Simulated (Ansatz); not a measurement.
C$_{5}$H$_{6}$, charge -1, doublet, at a GFN2-xTB geometry (a state made from the parent by changing its charge; the spin is typed, not shown lowest) (a gas-phase anion, which may not be bound at this level), with bond 9-3 at 2.4 times its length; SC-NEVPT2/6-31G, CASSCF(5,4) (Ansatz, a program for electronic structure).

The Ansatz input:
Ansatz 0.2 input:
```yaml
crystal:
  periodic: [false, false, false]
  atoms:
    - {symbol: C, position_ang: [-0.99080305, 0.71543785, -0.18287880]}
    - {symbol: C, position_ang: [0.33227003, 1.14379282, -0.14397570]}
    - {symbol: C, position_ang: [1.22942250, -0.02853662, 0.09944066]}
    - {symbol: C, position_ang: [0.25174587, -1.15734865, 0.19121327]}
    - {symbol: C, position_ang: [-1.03922501, -0.66831806, 0.01868192]}
    - {symbol: H, position_ang: [-1.85148420, 1.35813377, -0.34488808]}
    - {symbol: H, position_ang: [0.69548248, 2.15690554, -0.26616597]}
    - {symbol: H, position_ang: [1.86030478, 0.08444788, 1.02666267]}
    - {symbol: H, position_ang: [3.06720486, -0.37750173, -1.85477696]}
    - {symbol: H, position_ang: [0.54352232, -2.18566458, 0.36638168]}
    - {symbol: H, position_ang: [-1.94345253, -1.27004797, 0.03793825]}
basis:
  gaussian:
    orbitals: 6-31G
total_charge: -1
correlation: {method: sc_nevpt2, electrons: all, active_space: {window: {electrons: 5, orbitals: 4}}}
magnetization: {spin_polarized: false, initial_magnetization: 1}
```

It wrote (shortened):

```
Functional definition: HF
827 factors; integrals over basis functions are off by at most 2.4e-4 eV
mean field evaluation 1: about -5236.0389 eV, gradient 2.4e1 eV
mean field evaluation 2: about -5236.0479 eV, gradient 2.4e1 eV
mean field evaluation 4: about -5239.7537 eV, gradient 3.8e0 eV
mean field evaluation 8: about -5240.1743 eV, gradient 5.1e-1 eV
mean field evaluation 16: about -5236.0340 eV, gradient 7.6e0 eV
mean field evaluation 32: about -5236.7349 eV, gradient 1.6e-1 eV
mean field -5240.17699897 eV, -192.5729527926 hartree, gradient 6.4e-6 eV, S^2 0.750000; 4 other end points of the search recorded, 0 dependent functions left out
reference -5240.17699897 eV, -192.5729527926 hartree; 19, 18 occupied and 38, 39 virtual orbitals, 827 factors
state -5240.77139528 eV, -192.5947964540 hartree
state -5240.77139528 eV, -192.5947964540 hartree; corrected -5252.85949327 eV, -193.0390258616 hartree
Total energy: -5252.85949327 eV, -193.0390258616 hartree
```
